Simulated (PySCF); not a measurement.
**TaH: one state, many levels of theory**

State: ⁵Δ (quintet), unpaired electrons σ ↑, π ↑↑, δ ↑. Set-up: PySCF, scalar-relativistic core potentials, basis sets Ta def2-TZVPPD with ECP60, H def2-TZVPPD. De refers to Ta (5d3 6s2) + H in their high-spin ground configurations, without counterpoise correction. The functionals are run spin-unrestricted. A positive dipole means Ta(−)H(+).

```tsv
Level	Re (Å)	ωe (cm⁻¹)	De (eV)	μ (D)	CPU s a point (SCF and correlation, without the integrals)
UHF	1.836	1674	n/a	-1.95	0.75
UHF-MP2	1.762	1824	n/a	n/a	1
UHF-SCS-MP2	1.779	1777	n/a	n/a	n/a
UHF-CCSD	1.785	1759	2.39	n/a	n/a
UHF-CCSD(T)	1.783	1757	2.34	n/a	14
PBE	1.776	1750	n/a	-1.83	0.39
revPBE	1.779	1737	n/a	-1.83	0.25
BP86	1.776	1748	n/a	-1.83	0.24
r²SCAN	1.775	1767	n/a	-1.89	0.5
r²SCANh	1.775	1774	n/a	-1.95	0.76
B3LYP	1.784	1740	n/a	-1.93	0.7
PBE0	1.774	1776	n/a	-1.98	0.9
MN15	1.766	1807	n/a	-2.20	0.83
LC-ωPBE	1.785	1777	n/a	-2.00	0.82
```

What does the step from GGA to meta-GGA do here, going from PBE to r²SCAN?

r²SCAN less PBE: -0.1 pm in Re, +1.0 % in ωe. 

What does second-order correlation do here, going from UHF to UHF-MP2?

UHF-MP2 less UHF: -7.4 pm in Re, +9.0 % in ωe. Correlation nearly always deepens the well. The bond shortens, as in weak, metallic or heavy-atom bonds, where dispersion and the correlation of outer-core electrons pull the atoms together.

What does the triples do here, going from UHF-CCSD to UHF-CCSD(T)?

UHF-CCSD(T) less UHF-CCSD: -0.2 pm in Re, -0.1 % in ωe, -0.05 eV in De. The bond shortens, as in weak, metallic or heavy-atom bonds, where dispersion and the correlation of outer-core electrons pull the atoms together.

Correlated steps freeze no core orbitals. De is left out where the level can put another filling of the metal’s s and d shells below the measured ground configuration, by anything from nothing to about 1 eV. Spin–orbit coupling is left out, which matters for elements this heavy, above all for dissociation energies. With d or f electrons several states lie close, and the lowest PBE0 determinant need not be the measured ground state.

The whole job (state search and all levels along the bond) took about 4.2 min on 1 thread of AMD EPYC 9R45 96-Core (shared host), peak memory 1.9 GiB.
